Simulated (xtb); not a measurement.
hydroxymethyl(methoxy)borinic acid (C2H7BO3), SMILES COB(O)CO. All values are semi-empirical tight-binding results from xtb (GFN2-xTB unless named), good for trends rather than for accurate numbers. Coordinates come from a GFN2-xTB optimisation. The values are those of a single conformer.

Optimised geometry:

Bonded distances (Å): C1–O2 1.414, C1–H7 1.090, C1–H8 1.092, C1–H9 1.092, O2–B3 1.341, B3–O4 1.360, B3–C5 1.613, O4–H10 0.960, C5–O6 1.434, C5–H11 1.093, C5–H12 1.096, O6–H13 0.962. Bond angles (°): O2–C1–H7 111.2, O2–C1–H8 108.5, O2–C1–H9 108.3, H7–C1–H8 109.7, H7–C1–H9 109.9, H8–C1–H9 109.3, C1–O2–B3 123.3, O2–B3–O4 122.4, O2–B3–C5 118.6, O4–B3–C5 119.0, B3–O4–H10 112.7, B3–C5–O6 111.3, B3–C5–H11 110.5, B3–C5–H12 113.1, O6–C5–H11 104.8, O6–C5–H12 110.1, H11–C5–H12 106.7, C5–O6–H13 108.0.

```json
{
  "orbital_gap": "6.44 eV",
  "dipole_moment": "1.60 D",
  "zero_point_energy": "62.7 kcal/mol",
  "G − E(el) at 298.15 K (modified RRHO)": "42.5 kcal/mol",
  "static polarisability (D4 model)": "53.9 bohr³",
  "solvation energy, GFN2-xTB/ALPB(water)": "-7.6 kcal/mol",
  "solvation energy, GFN2-xTB/ALPB(toluene)": "-5.7 kcal/mol"
}
```

Computed IR lines (harmonic; lines under 4 % of the strongest left out, lines within 3 cm⁻¹ merged):
ν (cm⁻¹): 231 (w), 299 (m), 379 (w), 456 (w), 620 (m), 833 (m), 944 (m), 1037 (w), 1058 (w), 1104 (w), 1209 (vs), 1262 (w), 1316 (s), 1335 (s), 1409 (m), 2919 (m), 2967 (w), 2976 (w), 2991 (w), 3570 (w) (against the strongest line: vs over 80 %, s over 45 %, m over 15 %, w over 4 %, vw less)

Computed atomic charges and the Wiberg bond orders between heavy atoms:
charges (e) C1 0.03, O2 -0.33, B3 0.43, O4 -0.48, C5 -0.03, O6 -0.46, H7 0.06, H8 0.05, H9 0.05, H10 0.32, H11 0.05, H12 0.03, H13 0.28. Bond orders C1–O2 0.97, O2–B3 1.21, B3–O4 1.18, B3–C5 0.95, C5–O6 0.98.
